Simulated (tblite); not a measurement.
C4H4BSe (doublet state).
Atom-mapped SMILES: `[BH2:1][c:2]1[c:3][cH:4][cH:5][se:6]1` (hydrogens: H7, H8 on B1; H9 on C4; H10 on C5)
Bond orders are those of one Lewis drawing.

Computed with GFN2-xTB (tblite), gas phase: L-BFGS steps from a force-field or distance-geometry start until the largest atomic force falls under 0.01 eV/Å.

Step 0: E = -403.9023 eV
```
atom  x, y, z in Å  |  force x, y, z in eV/Å
B1      2.3588   -0.0303   -0.1733   -1.140  -0.790   2.155
C2      0.7697   -0.1334   -0.1523    1.999   0.169  -0.455
C3     -0.0559    0.8495    0.1084    2.142   0.173  -0.209
C4     -1.3793    0.7571    0.1190   -4.439   0.446   0.455
C5     -1.9460   -0.4779   -0.1160    1.348  -0.335  -0.222
Se6    -0.4288   -1.7476   -0.4590   -1.205   0.969   0.254
H7      2.9416   -1.0482    0.0356   -0.036   0.327  -0.775
H8      2.8290    0.9197    0.4021   -0.335  -0.292  -0.980
H9     -2.0495    1.6159    0.3438    0.516  -0.596  -0.180
H10    -3.0307   -0.7002   -0.1309    1.149  -0.071  -0.043
```

Step 1: E = -404.2270 eV
```
atom  x, y, z in Å  |  force x, y, z in eV/Å
B1      2.3425   -0.0416   -0.1425   -0.390  -0.638   1.724
C2      0.7983   -0.1310   -0.1588    0.633   0.469  -0.229
C3     -0.0253    0.8520    0.1055   -1.261  -0.066  -0.164
C4     -1.4427    0.7635    0.1255    1.026  -0.392   0.036
C5     -1.9267   -0.4827   -0.1192    0.483  -0.276  -0.147
Se6    -0.4461   -1.7338   -0.4553   -0.908   0.686   0.165
H7      2.9411   -1.0435    0.0245    0.060   0.098  -0.636
H8      2.8242    0.9155    0.3881   -0.281  -0.175  -0.796
H9     -2.0421    1.6074    0.3413   -0.491   0.518   0.125
H10    -3.0143   -0.7012   -0.1316    1.129  -0.225  -0.078
```

Q: Estimate the geometry and energy of step 2. (The exact step hangs on the optimiser's Hessian estimate; all steps are aligned on step 1, rigid shifts and turns removed.)

A: E = -404.3812 eV, largest force 1.326 eV/Å
```
atom  x, y, z in Å  |  force x, y, z in eV/Å
B1      2.3315   -0.0550   -0.1063    0.004  -0.431   1.254
C2      0.8169   -0.1229   -0.1643   -0.633   0.816   0.033
C3     -0.0355    0.8517    0.1020   -0.570  -0.370  -0.247
C4     -1.4462    0.7594    0.1280    1.006   0.135   0.083
C5     -1.9133   -0.4884   -0.1224    0.269  -0.272  -0.111
Se6    -0.4654   -1.7189   -0.4516   -0.565   0.367   0.067
H7      2.9418   -1.0405    0.0112    0.167  -0.165  -0.487
H8      2.8184    0.9115    0.3714   -0.179  -0.017  -0.572
H9     -2.0475    1.6128    0.3424   -0.342   0.243   0.067
H10    -2.9917   -0.7050   -0.1330    0.844  -0.305  -0.087
```

The energy changes by -0.1541 eV. The first-order estimate −F·Δx gives -0.1970 eV and the mean of the old and new forces, exact on a quadratic surface, -0.1541 eV. The step makes an angle of 26° with the force vector and moves no atom by more than 0.040 Å.

The cost below is that of the whole relaxation. On one thread, Arm Neoverse V2 (aarch64), shared host, this took 0.15 s of wall time.
